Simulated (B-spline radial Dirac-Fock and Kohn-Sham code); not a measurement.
## Electron momentum distribution of S⁵⁺: Compton profiles

System: S⁵⁺ in the configuration [Ne] 3s1, inside a Watson sphere of charge -5 and radius 2.4 Å (a model of the Madelung potential; inside it an electron's potential energy is raised by 30.0 eV).

Input file task.json (cfg lists n, l and occupation; rrms is the nuclear radius in fm):

```json
{"items": [{
  "Z": 16,
  "q": 5,
  "cfg": [[1, 0, 2], [2, 0, 2], [2, 1, 6], [3, 0, 1]],
  "A": 32,
  "rrms": 3.2611,
  "watson": [-5, 2.4],
  "do": ["scatter"],
  "s": [0.0, 0.04, 0.05, 0.07, 0.08, 0.11, 0.13, 0.17, 0.21, 0.26, 0.33, 0.41, 0.52, 0.65, 0.81, 1.02, 1.28, 1.6, 2.01, 2.52, 3.17, 3.97, 4.99],
  "pz": [0, 0.1, 0.2, 0.3, 0.4, 0.5, 0.6, 0.8, 1.0, 1.2, 1.4, 1.6, 1.8, 2.0, 2.5, 3.0, 4.0, 5.0, 7.0, 10.0, 15.0, 20.0, 30.0, 40.0, 60.0, 100.0],
  "hv_scatter": [2000, 8047.8, 17479.3, 30000, 50000, 100000, 500000, 1000000]
}]}
```

Run with: `python xray_run.py task.json out`

These are calculated numbers from a radial finite-basis atomic code; the model is the impulse approximation on Dirac-Fock densities. pz is in atomic units of momentum; subshell profiles are per electron, for a selection of subshells; open shells are spread over both j values by their weights.

```
 pz    J total   J 1s1/2   J 2p1/2   J 3s1/2
  0      1.885    0.0550     0.121     0.594
0.1      1.875    0.0550     0.121     0.585
0.2      1.846    0.0550     0.121     0.559
0.3      1.801    0.0550     0.121     0.519
0.4      1.742    0.0549     0.120     0.467
0.5      1.675    0.0549     0.120     0.408
0.6      1.603    0.0548     0.120     0.347
0.8      1.461    0.0546     0.120     0.231
  1      1.337    0.0543     0.119     0.140
1.2      1.238    0.0540     0.118    0.0809
1.4      1.162    0.0536     0.116    0.0492
1.6      1.098    0.0532     0.113    0.0357
1.8      1.040    0.0528     0.110    0.0318
  2     0.9835    0.0522     0.106    0.0313
2.5     0.8352    0.0508    0.0943    0.0287
  3     0.6869    0.0490    0.0803    0.0205
  4     0.4443    0.0450    0.0531   0.00661
  5     0.2886    0.0405    0.0325   0.00173
  7     0.1379    0.0311    0.0113  0.000528
 10    0.05942    0.0191   0.00247  0.000439
 15    0.01916   0.00757  0.000276  0.000159
 20   0.007011   0.00297  4.60e-05  5.18e-05
 30   0.001243  0.000553  2.93e-06  7.64e-06
 40  0.0003045  0.000138    < 1e-6  1.70e-06
 60  3.590e-05  1.64e-05    < 1e-6    < 1e-6
```

J(0) = 1.885. The 3s1/2 subshell gives the largest part, 32 %.

Mean momentum ⟨p⟩ by subshell (a.u.): 1s1/2 13.3, 2s1/2 3.98, 2p1/2 5.31, 2p3/2 5.28, 3s1/2 1.65.
